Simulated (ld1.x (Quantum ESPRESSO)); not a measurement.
## Ranking TM potentials for oxygen (O)

All share these settings but for the change named:

* Element: O
* Generator: ld1.x (Quantum ESPRESSO) 7.5
* Type: norm-conserving Troullier–Martins (Kleinman–Bylander form)
* Functional: PBEsol
* Relativity: scalar-relativistic
* Frozen core: [He]
* Valence charge: 6
* Reference configuration: 2s2 2p3.5 (charge +0.5)
* Partial waves: 2p (bound): rc 1.45 bohr; 2s (bound): rc 0.70 bohr
* Local potential: the s channel
* Core correction: a·sin(br)/r model core, default radius (core density twice the valence density)

Test errors are all-electron minus pseudo excitation energies from the reference, over 2s2 2p4; 2s2 2p3; 2s2 2p2; 2s2 2p0; 2s2 2p1; 2s1 2p5; 2s0 2p6. None of these files shows a bound ghost.

The base gives 1747.8 meV.

Of 7 variants that were run, those that failed, showed a ghost or another fault, or gave nearly equal values are left out.

(1) Rank these variants by their largest absolute test error, smallest first.
A. all radii but the core radius scaled by about 1.21 (s 0.84, p 1.76 bohr)
B. all radii but the core radius scaled by about 1.38 (s 0.96, p 2.00 bohr)
C. all radii but the core radius scaled by about 1.31 (s 0.92, p 1.90 bohr)
D. all radii but the core radius scaled by about 0.91 (s 0.64, p 1.32 bohr)
E. all radii but the core radius scaled by about 0.74 (s 0.52, p 1.08 bohr)

Results:

(1) E (697.0 meV), D (1220.3 meV), A (3599.4 meV), C (4656.7 meV), B (5481.1 meV).
